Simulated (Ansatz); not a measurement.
A structure relaxed at r2SCAN-D4/def2-SVP in Ansatz, charge 3, triplet:

```csv
atom,x (Å),y (Å),z (Å)
Tm1,-0.0008,0.0009,-0.0032
O2,-0.9249,-1.7475,1.1138
H3,-0.5169,-2.6135,1.3219
H4,-1.8239,-1.8091,1.4983
O5,0.9271,1.7525,-1.1128
H6,1.8273,1.8155,-1.4945
H7,0.5194,2.6189,-1.3208
O8,-0.7703,-0.8426,-1.9601
H9,-1.2876,-1.6626,-2.1002
H10,-0.6591,-0.4719,-2.8600
O11,0.7715,0.8441,1.9529
H12,0.6611,0.4748,2.8535
H13,1.2934,1.6616,2.0906
O14,1.9186,-1.1766,-0.2525
H15,2.6931,-1.1987,0.3467
H16,2.1617,-1.7826,-0.9826
O17,-1.9227,1.1723,0.2562
H18,-2.1680,1.7689,0.9933
H19,-2.6992,1.1954,-0.3405
```

Q: Give its formula, name or SMILES and point group.

A: [Tm(H2O)6]3+ (TmO6H12³⁺). Point group Th (tolerance 0.1 Å).

Q: Summarise the bond lengths by kind (pairs closer than 1.2 times the sum of covalent radii, bridged metal pairs left out).

A: 6 × O–Tm 2.27 Å; 12 × H–O 0.98 Å. The metal has 6 neighbours: O 2.27 Å, O 2.27 Å, O 2.27 Å, O 2.27 Å, O 2.27 Å, O 2.27 Å.

In the def2 sets Tm takes a core potential; there is no spin–orbit coupling. With an open 4f shell the SCF may have ended on a state above the lowest.
